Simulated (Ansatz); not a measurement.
CH7BFGeN, SMILES `C[N]([GeH3])BF` at its PBE0-D4/def2-TZVP geometry, where that method's forces vanish. Total charge 0; spin multiplicity 1.

```xyz
12

C    -0.9023    0.8722    0.7308
N    -0.2298   -0.0596   -0.1574
Ge    1.5809   -0.3252    0.1862
B    -0.9235   -0.6935   -1.1861
F    -0.2907   -1.5520   -1.9988
H    -1.9536    0.9615    0.4515
H    -0.4530    1.8697    0.6802
H    -0.8565    0.5371    1.7726
H     2.1518   -1.3190   -0.8223
H     1.6992   -0.8444    1.6298
H     2.2686    1.0478    0.0877
H    -2.0910   -0.4946   -1.3743
```

Q: What forces (eV/Å) does r2SCAN-D4/def2-TZVPP give on these atoms in Ansatz 0.2.0? (Best estimate.)

A: Computed: 
```
C1  -0.102  0.168  0.168
N2   0.094 -0.079 -0.062
Ge3  0.120 -0.017  0.023
B4  -0.168  0.011 -0.047
F5   0.077 -0.088 -0.079
H6   0.022 -0.004  0.004
H7   0.000 -0.010  0.004
H8   0.005  0.005 -0.008
H9  -0.036  0.050  0.048
H10 -0.009  0.026 -0.062
H11 -0.035 -0.059  0.006
H12  0.032 -0.005  0.006
```
